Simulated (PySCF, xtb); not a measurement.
Al(F)(I)(OH) (AlFHIO), SMILES [F][Al]([OH])[I]. Other conformers were not sampled.

Harmonic wavenumbers (cm⁻¹) from GFN2-xTB in xtb at its own minimum, in rising order: 128, 167, 234, 291, 402, 425, 773, 949, 3789.

Q: What does B3LYP-D3(BJ)/def2-SVP (PySCF) give at its own minimum? (An estimate is asked for; the answer gives what the named calculation found.)

A: 152, 195, 236, 345, 352, 557, 821, 958, 3915. Paired by order, the mean absolute difference is 53 cm⁻¹ and the zero-point energies are 10.2 and 10.8 kcal/mol.
